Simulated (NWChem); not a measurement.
System: CH9NSi2; SMILES [SiH3]CN[SiH3]

NWChem input:

```
start job
memory heap 200 mb stack 900 mb global 1100 mb
geometry units angstroms noautoz
  Si     0.125223    -2.197394    -0.110247
  C     -0.696444    -0.511874     0.181655
  N      0.294311     0.532621     0.358380
  Si     0.063736     2.185972    -0.113604
  H     -0.897426    -3.289371    -0.147238
  H      1.078458    -2.472395     1.011313
  H      0.890097    -2.192127    -1.392742
  H     -1.302821    -0.291398    -0.715282
  H     -1.424389    -0.585575     1.016592
  H      0.964051     0.347683     1.097575
  H     -1.004967     2.925425     0.641872
  H     -0.322035     2.228780    -1.557797
  H      1.361527     2.890418     0.106744
end
basis spherical
  Si library 6-31g*
  C library 6-31g*
  N library 6-31g*
  H library 6-31g*
end
dft
  xc mn15
  iterations 150
  mulliken
end
task dft energy
```

Structure relaxed at the PBE0/def2-SVP level. No frequency run checked for a minimum.

Give the results of this calculation. (MN15/6-31G* (spherical d).) Quantities: energy (Ha); highest occupied level (eV); orbital gap (eV); dipole (D).


| Quantity | Result |
|---|---|
| energy (Ha) | -676.81 |
| highest occupied level (eV) | -7.33 |
| orbital gap (eV) | 8.54 |
| dipole (D) | 0.84 |
